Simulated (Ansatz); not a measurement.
Consider the ligand exchange at a Mo–Cl bond: `C[N]=[Mo](=[O])([OH])[Cl]` + H–F → `C[N]=[Mo](=[O])([OH])[F]` + HCl.

Program: Ansatz. Geometries: PBE0-D4/def2-TZVP. ΔE: electronic, gas phase. CCSD(T)/CBS is the MP2 limit (def2-TZVPP, def2-QZVPP) plus CCSD(T) − MP2 in def2-TZVPP, frozen cores. This one scheme is used for every species. DFT in def2-TZVPP. B3LYP here is the variant with VWN-RPA as its local correlation; programs differ in this. def2 core potentials past Kr. For Mo outer-core shells are correlated without core-valence functions, which leaves a few kJ/mol of doubt a bond. One conformer a species, not always the lowest.

`C[N]=[Mo](=[O])([OH])[Cl]`:

Cartesian coordinates in Å:
```
C 0.266 -1.545 1.038
N -0.270 -0.515 0.224
Mo -0.222 1.076 -0.416
O 1.207 1.788 0.091
O -0.286 0.883 -2.290
Cl -1.999 2.223 0.427
H 1.226 -1.251 1.477
H 0.409 -2.452 0.442
H -0.436 -1.778 1.845
H 0.105 1.571 -2.838
```

H–F:

Z-matrix (Å, degrees):
```
F
H 1 0.920
```

`C[N]=[Mo](=[O])([OH])[F]`:

```xyz
10

C     1.569    0.604    0.514
N     0.373   -0.137    0.320
Mo   -1.302   -0.208   -0.053
O    -1.792    1.359   -0.387
O    -1.524   -1.290   -1.571
F    -2.193   -0.898    1.430
H     1.417    1.668    0.303
H     1.913    0.491    1.547
H     2.355    0.221   -0.144
H    -0.816   -1.809   -1.959
```

HCl:

Cartesian coordinates in Å:
```
Cl -0.365 -0.522 0.061
H 0.365 0.522 -0.061
```

```
             level  ΔE (kJ/mol)
           BLYP-D4         -1.5
      CAM-B3LYP-D4         -5.5
               PBE         -1.6
              PBE0          4.1
             B3LYP         -4.2
           LC-ωPBE        -10.4
      MP2/def2-SVP         13.1
CCSD(T)/def2-TZVPP         11.0
```

Problem. What does CCSD(T)/CBS give? (An estimate is asked.)

Solution. The calculation gave: +15.7 kJ/mol. The listed levels differ from it by -17.2, -21.2, -17.3, -11.6, -19.9, -26.1, -2.6, -4.7 kJ/mol.

Largest T1 diagnostic among the species: 0.022, so the coupled-cluster value is less sure than usual.

From BLYP to BHLYP (50 % exact exchange), in def2-TZVPP and without D4, ΔE moves by +8.2 kJ/mol. Leaving LDA and LC-ωPBE aside and taking each functional with its dispersion term where it has one, the values, not all of them listed here, spread over 21.7 kJ/mol, from CAM-B3LYP-D4 to PBE-QIDH.
